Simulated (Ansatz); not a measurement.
## Reading a saddle point

A first-order saddle point of GaH$_{2}$F, closed shell, PBE0-D4/def2-TZVP, with one imaginary mode of 1320i cm⁻¹:

| atom | x (Å) | y (Å) | z (Å) |
| --- | --- | --- | --- |
| Ga1 | -0.5388 | 0.4027 | 0.1064 |
| F2 | 0.9743 | -0.8263 | -0.5077 |
| H3 | -0.0082 | -0.3793 | -1.2360 |
| H4 | -0.4273 | 0.8029 | 1.6373 |

Ansatz 0.2.0; basis: def2-TZVPP and def2-QZVPP; cores frozen in the correlated methods. Filled d shells of the heavier atoms are correlated. The def2 sets are not built for correlating such inner shells, so the correlated values are less sure here. Extrapolation: Hartree–Fock as exp(−7.88 √X), correlation as X^−2.97.

Question: Which contacts change along the imaginary mode, and what lies on either side? (A judgement: the text doesn't fix the answer.)

Answer: By the calculation: The step is GaH₂F ([F][GaH2]) → GaH + HF, with the molecules in contact on both sides. Shortening one way: F2–H3; lengthening the same way: Ga1–F2, Ga1–H3.
```json
{"pair": "F2–H3", "one side (Å)": "2.78", "saddle (Å)": "1.30", "other side (Å)": "0.94"}
{"pair": "Ga1–F2", "one side (Å)": "1.76", "saddle (Å)": "2.04", "other side (Å)": "3.33"}
{"pair": "Ga1–H3", "one side (Å)": "1.56", "saddle (Å)": "1.64", "other side (Å)": "2.39"}
```

Question: Which side is lower, and how far does the saddle lie above each? (Judge from chemistry; the value comes from the calculation.)

Answer: By the calculation: The side with Ga1–F2, Ga1–H3 short is lower by 34.16 kcal/mol; the saddle lies 59.53 kcal/mol above it and 25.38 kcal/mol above the other (CCSD(T) at an estimated basis limit (MP2 extrapolated from triple and quadruple zeta, plus CCSD(T) − MP2 in triple zeta); electronic energies).

No T1 diagnostic of these runs exceeds 0.019. The restricted Hartree–Fock reference is unstable towards an unrestricted one at one or more of these structures.

Labels in which every atom is bracketed show which atoms are joined, not bond orders.

For scale, one of the runs: CCSD(T)/def2-TZVPP, 107 basis functions, launched by `ansatz run in.yaml --threads 2 --pin off --events-out ev --progress --plain --max-ram 4352MiB`. Hardware: 2 CPU threads of an Arm Neoverse V2, shared host. Wall time about 4.2 s.
